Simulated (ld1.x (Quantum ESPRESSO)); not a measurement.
## What the settings do to the TM potential of I

Base potential:

ld1.x (Quantum ESPRESSO) 7.5 input, shortened:

```
&input
   title='I', zed=53., rel=1, dft='PBESOL', iswitch=3,
   config='[Kr] 4d10 5s1.5 5p5.5'
 /
 &inputp
   pseudotype=2, tm=.true., lloc=0,
   nlcc=.true., new_core_ps=.true.
 /
3
5P  2  1   5.50   0.00  1.55  1.55  0.0
4D  3  2  10.00   0.00  1.35  1.35  0.0
5S  1  0   1.50   0.00  1.30  1.30  0.0
 &test
   configts(1)='4d10 5s1.5 5p5.5'
 /
```

Cutoffs, loose and tight: the cutoffs (Ry, on a coarse ladder) from which the occupation-weighted sum of valence levels, in a spherical-Bessel basis at the reference potential, stays within 10 and 1 mRy of its value at 400 Ry. They do not see the model core or the augmentation charge, which bear on the density cutoff. Test errors are all-electron minus pseudo excitation energies from the reference, over the configurations 4d10 5s2 5p5; 4d10 5s2 5p4; 4d10 5s2 5p3; 4d10 5s2 5p5.3; 4d10 5s1 5p6; 4d10 5s1 5p5; 4d10 5s2 5p2. A dash means not determined; rows that change the core or the reference have their own tests. The largest error is taken over the tests solved by every variant that gives reliable tests at all: 4d10 5s1 5p5; 4d10 5s1 5p6; 4d10 5s2 5p2; 4d10 5s2 5p3; 4d10 5s2 5p4.

A true bound ghost makes a file unfit for plane-wave use even where its test errors are small: the radial tests pick states by their node count and pass the ghost by. Where a test does run into it, the solver fails or the error is huge.

Cutoffs are not given where the Bessel-basis levels miss the radial ones by over 6 mRy, ghosts where they miss by over 20 mRy; a channel whose overlap is not positive is not tested.

```tsv
change	outcome	cutoff, loose	cutoff, tight	bound ghosts	largest test error (meV)
base	generated	140 Ry	230 Ry	p	-8.2
all radii but the core radius scaled by about 0.77 (s 1.00, p 1.18, d 1.04 bohr)	generated, misses its reference levels by 37.22 eV	–	–	not determined	7 of 7 tests not solved or not reliable
all radii but the core radius scaled by about 0.85 (s 1.10, p 1.32, d 1.14 bohr)	generated	200 Ry	over 300 Ry	p, s (extra level of the local part)	-19
all radii but the core radius scaled by about 0.93 (s 1.22, p 1.44, d 1.26 bohr)	generated	160 Ry	260 Ry	p	+12
all radii but the core radius scaled by about 1.05 (s 1.36, p 1.62, d 1.42 bohr)	generated	110 Ry	200 Ry	p	-5.2
all radii but the core radius scaled by about 1.10 (s 1.42, p 1.70, d 1.48 bohr)	generated	100 Ry	180 Ry	none	+3.8
all radii but the core radius scaled by about 1.17 (s 1.52, p 1.82, d 1.58 bohr)	generated	100 Ry	160 Ry	none	+5.2
all radii but the core radius scaled by about 1.30 (s 1.70, p 2.02, d 1.76 bohr)	generated	90 Ry	160 Ry	none	+5.7
all radii but the core radius scaled by about 1.36 (s 1.76, p 2.10, d 1.84 bohr)	generated	90 Ry	140 Ry	none	+5.8
```

Reading the sweep of the scale of all radii but the core radius (base = 1) (base included, trends over the rows without a ghost): The loose cutoff stays near 90 Ry. The median size of the test errors (rows with all tests solved) stays near 1.1 meV. Bound ghosts are found at 0.85, 0.93, 1, 1.05.
